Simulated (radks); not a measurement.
Values are calculated unless marked as measured or tabulated.
Ionisation of the caesium ion Cs+, [Xe], to [Kr] 4d10 5s2 5p5 as the strength of local exchange is varied. Level of theory: scalar-relativistic Kohn-Sham, Slater X-alpha exchange (alpha = 2/3 is LDA exchange), no correlation, spin-unpolarised, spherical densities, point nucleus (a radial shooting solver on a logarithmic mesh with Libxc functionals).

[
 {"alpha": "0.591", "E(Cs+) (hartree)": "-7754.9136", "exchange (hartree)": "-159.5495", "IE (eV)": "21.389", "-e of the level emptied (eV)": "16.494 (5p)", "<r> of it (bohr)": "2.112"},
 {"alpha": "0.607", "E(Cs+) (hartree)": "-7759.2462", "exchange (hartree)": "-163.9550", "IE (eV)": "21.609", "-e of the level emptied (eV)": "16.700 (5p)", "<r> of it (bohr)": "2.106"},
 {"alpha": "0.667", "E(Cs+) (hartree)": "-7775.5137", "exchange (hartree)": "-180.5161", "IE (eV)": "22.443", "-e of the level emptied (eV)": "17.484 (5p)", "<r> of it (bohr)": "2.084"},
 {"alpha": "0.792", "E(Cs+) (hartree)": "-7809.5072", "exchange (hartree)": "-215.2228", "IE (eV)": "24.228", "-e of the level emptied (eV)": "19.170 (5p)", "<r> of it (bohr)": "2.039"},
 {"alpha": "0.897", "E(Cs+) (hartree)": "-7838.1691", "exchange (hartree)": "-244.5897", "IE (eV)": "25.776", "-e of the level emptied (eV)": "20.638 (5p)", "<r> of it (bohr)": "2.003"},
 {"alpha": "0.99", "E(Cs+) (hartree)": "-7863.6371", "exchange (hartree)": "-270.7628", "IE (eV)": "27.184", "-e of the level emptied (eV)": "21.978 (5p)", "<r> of it (bohr)": "1.973"},
 {"alpha": "1.017", "E(Cs+) (hartree)": "-7871.0455", "exchange (hartree)": "-278.3900", "IE (eV)": "27.599", "-e of the level emptied (eV)": "22.374 (5p)", "<r> of it (bohr)": "1.965"},
 {"alpha": "1.019", "E(Cs+) (hartree)": "-7871.5945", "exchange (hartree)": "-278.9555", "IE (eV)": "27.630", "-e of the level emptied (eV)": "22.403 (5p)", "<r> of it (bohr)": "1.964"}
]

NIST Atomic Spectra Database: 23.157 eV (measured). The Delta-SCF value meets it near alpha = 0.72. Spin polarisation and multiplet splitting are left out, so open shells lie too high by an amount that depends on their filling. Spin-orbit splitting is averaged out at the scalar-relativistic level.

Beside tabulated values, note that spin-unpolarised runs miss the spin-polarisation part of the exchange energy of open shells.
